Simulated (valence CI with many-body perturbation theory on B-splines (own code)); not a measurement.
# La²⁶⁺: electric-dipole lines

Method: relativistic CI+MBPT: three valence electrons over a frozen Dirac-Fock core [Ar] 3d10, radial functions for each j: 11 s, 11 p, 9 d, 7 f, 5 g, 2 h, 1 i, with the one-electron correlation potential Σ1, the two-electron term Σ2, the three-electron term Σ3, Breit, model QED; selected CI, second order for the rest (own B-spline code, finite nucleus).

No measured spectrum was set against this ion. As an estimate, large intervals hold to a few tenths of a per cent, small ones and those within an open d or f shell to about a per cent.

Lines 1 to 50 of 276 in falling wavelength, among levels below 2375700 cm⁻¹, chosen from the strongest by gf and those to the six lowest levels. Wavelengths and rates use the calculated energies. Electric multipoles are in the length gauge, E1 and E2 with the static RPA response of the core. Weak lines are less certain than strong ones. Lines between different terms over intervals too small for the method are left out, as are lines whose strength nearly cancels. The highest levels of a list are the least certain.

Levels are named by their leading jj configuration (3d3/2^4 stands for four electrons in 3d with j = 3/2), which in mixed levels can hold well under half, so a name can repeat and another be missing. Letters in brackets count levels of one name in rising energy.

| λ vac (nm) | Upper | Lower | A (s⁻¹) | S (a.u.) with core polarisation | S without |
| --- | --- | --- | --- | --- | --- |
| 38.11 | (4s 4p1/2^2) J=1/2 | (4s^2 4p3/2) J=3/2 | 6.75e+07 | 3.69e-03 | 3.99e-03 |
| 26.98 | (4p1/2 4p3/2 4d3/2) J=7/2 | (4s 4p3/2 4d3/2) J=5/2 [b] | 2.53e+09 | 1.97e-01 | 2.13e-01 |
| 26.21 | (4p1/2 4p3/2 4d5/2) J=7/2 [b] | (4s 4p3/2 4d5/2) J=5/2 [b] | 2.73e+09 | 1.94e-01 | 2.10e-01 |
| 25.20 | (4s 4p1/2 4p3/2) J=3/2 [a] | (4s^2 4p3/2) J=3/2 | 5.59e+08 | 1.77e-02 | 1.91e-02 |
| 24.71 | (4p1/2 4p3/2^2) J=5/2 | (4s 4p3/2^2) J=3/2 | 5.48e+09 | 2.45e-01 | 2.65e-01 |
| 23.45 | (4p1/2 4p3/2 4d5/2) J=9/2 | (4s 4p3/2 4d5/2) J=7/2 [a] | 4.60e+09 | 2.93e-01 | 3.17e-01 |
| 22.90 | (4s 4p1/2 4p3/2) J=5/2 | (4s^2 4p3/2) J=3/2 | 4.19e+09 | 1.49e-01 | 1.61e-01 |
| 22.12 | (4p1/2 4p3/2 4d5/2) J=7/2 [b] | (4s 4p3/2 4d5/2) J=7/2 [b] | 4.03e+09 | 1.72e-01 | 1.87e-01 |
| 22.10 | (4s 4p1/2^2) J=1/2 | (4s^2 4p1/2) J=1/2 | 6.25e+09 | 6.66e-02 | 7.21e-02 |
| 21.95 | (4p1/2^2 4d5/2) J=5/2 | (4s 4p1/2 4d5/2) J=5/2 [b] | 5.88e+09 | 1.84e-01 | 1.99e-01 |
| 21.93 | (4p1/2 4p3/2 4d3/2) J=5/2 [a] | (4s 4p3/2 4d3/2) J=5/2 [a] | 5.63e+09 | 1.76e-01 | 1.91e-01 |
| 21.33 | (4p1/2 4p3/2 4d3/2) J=7/2 | (4s 4p3/2 4d3/2) J=7/2 | 4.68e+09 | 1.80e-01 | 1.94e-01 |
| 21.09 | (4p1/2^2 4p3/2) J=3/2 | (4s 4p1/2 4p3/2) J=3/2 [b] | 6.45e+09 | 1.19e-01 | 1.29e-01 |
| 20.88 | (4p1/2 4p3/2^2) J=1/2 | (4s 4p3/2^2) J=1/2 | 1.87e+10 | 1.68e-01 | 1.82e-01 |
| 20.86 | (4p1/2 4p3/2 4d5/2) J=5/2 [b] | (4s 4p3/2 4d5/2) J=7/2 [b] | 9.17e+09 | 2.47e-01 | 2.67e-01 |
| 20.55 | (4p1/2 4p3/2 4d5/2) J=3/2 [a] | (4s 4p3/2 4d5/2) J=5/2 [a] | 1.10e+10 | 1.89e-01 | 2.05e-01 |
| 20.46 | (4p1/2 4p3/2 4d5/2) J=5/2 [a] | (4s 4p3/2 4d5/2) J=5/2 [a] | 6.80e+09 | 1.73e-01 | 1.87e-01 |
| 19.99 | (4s 4p1/2 4p3/2) J=3/2 [b] | (4s^2 4p3/2) J=3/2 | 3.56e+09 | 5.62e-02 | 6.08e-02 |
| 19.60 | (4p1/2 4p3/2^2) J=3/2 | (4s 4p3/2^2) J=5/2 | 1.42e+10 | 2.11e-01 | 2.28e-01 |
| 19.40 | (4p1/2 4p3/2^2) J=5/2 | (4s 4p3/2^2) J=5/2 | 1.22e+10 | 2.63e-01 | 2.84e-01 |
| 19.38 | (4p1/2 4p3/2 4d5/2) J=9/2 | (4s 4p3/2 4d3/2) J=7/2 | 4.24e+09 | 1.53e-01 | 1.65e-01 |
| 19.26 | (4p1/2^2 4d5/2) J=5/2 | (4s 4p1/2 4d3/2) J=3/2 [b] | 7.47e+09 | 1.58e-01 | 1.71e-01 |
| 19.23 | (4p1/2 4p3/2 4d5/2) J=7/2 [a] | (4s 4p3/2 4d5/2) J=9/2 | 1.90e+10 | 5.34e-01 | 5.77e-01 |
| 19.16 | (4p1/2^2 4d3/2) J=3/2 | (4s 4p1/2 4d3/2) J=5/2 | 1.94e+10 | 2.69e-01 | 2.91e-01 |
| 19.15 | (4p1/2^2 4d5/2) J=5/2 | (4s 4p1/2 4d5/2) J=5/2 [a] | 6.01e+09 | 1.25e-01 | 1.35e-01 |
| 19.09 | (4p1/2^2 4d5/2) J=5/2 | (4s 4p1/2 4d5/2) J=7/2 | 2.35e+10 | 4.84e-01 | 5.23e-01 |
| 18.91 | (4p1/2 4p3/2 4d5/2) J=5/2 [a] | (4s 4p3/2 4d3/2) J=7/2 | 7.79e+09 | 1.56e-01 | 1.69e-01 |
| 18.90 | (4s 4p1/2 4p3/2) J=1/2 | (4s^2 4p3/2) J=3/2 | 7.91e+09 | 5.27e-02 | 5.70e-02 |
| 18.60 | (4p1/2^2 4p3/2) J=3/2 | (4s 4p1/2 4p3/2) J=5/2 | 3.04e+10 | 3.87e-01 | 4.18e-01 |
| 18.50 | (4p1/2 4p3/2 4d5/2) J=9/2 | (4s 4p3/2 4d5/2) J=9/2 | 1.56e+10 | 4.86e-01 | 5.26e-01 |
| 18.08 | (4p1/2^2 4d3/2) J=3/2 | (4s 4p1/2 4d3/2) J=3/2 [a] | 1.05e+10 | 1.22e-01 | 1.32e-01 |
| 18.04 | (4p1/2 4p3/2 4d3/2) J=5/2 [b] | (4s 4p3/2 4d3/2) J=7/2 | 1.60e+10 | 2.78e-01 | 3.00e-01 |
| 17.76 | (4p1/2 4p3/2 4d3/2) J=3/2 [b] | (4s 4p3/2 4d3/2) J=5/2 [a] | 1.48e+10 | 1.63e-01 | 1.77e-01 |
| 17.43 | (4p3/2^2 4d5/2) J=9/2 | (4s 4p3/2 4d5/2) J=7/2 [b] | 8.39e+09 | 2.19e-01 | 2.38e-01 |
| 17.32 | (4p1/2^2 4p3/2) J=3/2 | (4s 4p1/2 4p3/2) J=3/2 [a] | 9.46e+09 | 9.69e-02 | 1.05e-01 |
| 17.04 | (4s 4p1/2 4p3/2) J=3/2 [a] | (4s^2 4p1/2) J=1/2 | 1.85e+08 | 1.81e-03 | 1.95e-03 |
| 16.97 | (4p3/2^2 4d5/2) J=7/2 | (4s 4p3/2 4d5/2) J=7/2 [a] | 7.18e+09 | 1.38e-01 | 1.50e-01 |
| 16.94 | (4p3/2^2 4d5/2) J=9/2 | (4s 4p3/2 4d5/2) J=7/2 [a] | 7.14e+09 | 1.71e-01 | 1.86e-01 |
| 16.81 | (4p1/2 4p3/2^2) J=3/2 | (4s 4p1/2 4p3/2) J=1/2 | 1.20e+10 | 1.13e-01 | 1.22e-01 |
| 16.42 | (4s 4p1/2 4f7/2) J=7/2 [a] | (4s 4p3/2 4d3/2) J=5/2 [b] | 7.98e+09 | 1.39e-01 | 1.51e-01 |
| 16.29 | (4s 4p3/2^2) J=5/2 | (4s^2 4p3/2) J=3/2 | 1.04e+10 | 1.33e-01 | 1.44e-01 |
| 16.23 | (4p3/2^3) J=3/2 | (4s 4p3/2^2) J=3/2 | 3.32e+10 | 2.80e-01 | 3.03e-01 |
| 16.15 | (4s 4p1/2 4f7/2) J=9/2 | (4s 4p3/2 4d5/2) J=7/2 [b] | 1.49e+10 | 3.10e-01 | 3.36e-01 |
| 16.05 | (4p1/2 4p3/2 4d3/2) J=7/2 | (4s 4p1/2 4d5/2) J=7/2 | 6.59e+09 | 1.08e-01 | 1.16e-01 |
| 16.03 | (4p1/2 4p3/2^2) J=3/2 | (4s 4p1/2 4p3/2) J=3/2 [b] | 3.32e+09 | 2.70e-02 | 2.92e-02 |
| 15.89 | (4p1/2 4p3/2^2) J=5/2 | (4s 4p1/2 4p3/2) J=3/2 [b] | 9.95e+09 | 1.18e-01 | 1.28e-01 |
| 15.82 | (4s 4p1/2 4f7/2) J=7/2 [b] | (4s 4p3/2 4d5/2) J=7/2 [b] | 9.05e+09 | 1.41e-01 | 1.53e-01 |
| 15.65 | (4p3/2^2 4d5/2) J=7/2 | (4s 4p3/2 4d5/2) J=5/2 [a] | 2.15e+10 | 3.26e-01 | 3.53e-01 |
| 15.62 | (4s 4p1/2 4f7/2) J=7/2 [b] | (4s 4p3/2 4d3/2) J=5/2 [b] | 1.09e+10 | 1.63e-01 | 1.77e-01 |
| 15.56 | (4s 4p3/2 4d5/2) J=7/2 [a] | (4s^2 4d5/2) J=5/2 | 1.76e+10 | 2.62e-01 | 2.83e-01 |
